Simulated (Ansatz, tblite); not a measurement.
Forces on the cluster Mo2O6 at its r2SCAN-D4/def2-SVP geometry. Total charge 0; singlet.

In the def2 sets Mo takes a core potential; there is no spin–orbit coupling. The xTB rows come from tblite. The structure comes from a short search, and lower isomers may exist.

GFN1-xTB (tblite), largest force 2.11 eV/Å:

```xyz
8
positions Å, forces eV/Å
Mo   -0.314   -0.471    1.321    0.039    0.059   -0.164
Mo    0.314    0.471   -1.321   -0.039   -0.059    0.164
O     0.111   -0.413   -2.740    0.070    0.561    1.486
O     0.939    1.991   -1.686   -0.580   -1.326    0.659
O    -1.173    0.455   -0.116    1.956   -0.758    0.194
O     1.173   -0.455    0.116   -1.956    0.759   -0.194
O    -0.111    0.413    2.740   -0.070   -0.561   -1.486
O    -0.939   -1.991    1.686    0.580    1.326   -0.659
```

GFN2-xTB (tblite), largest force 1.89 eV/Å:

```
Mo -0.057 -0.085 0.240
Mo 0.057 0.085 -0.240
O 0.175 0.876 1.661
O -0.700 -1.664 0.547
O 0.701 -0.272 0.069
O -0.701 0.272 -0.069
O -0.175 -0.876 -1.661
O 0.700 1.664 -0.548
```

PBE0-D4/def2-TZVP (Ansatz), largest force 0.78 eV/Å:

```
Mo -0.058 -0.087 0.244
Mo 0.058 0.087 -0.244
O 0.083 0.386 0.671
O -0.289 -0.695 0.196
O 0.309 -0.120 0.030
O -0.309 0.120 -0.031
O -0.083 -0.386 -0.671
O 0.289 0.695 -0.197
```
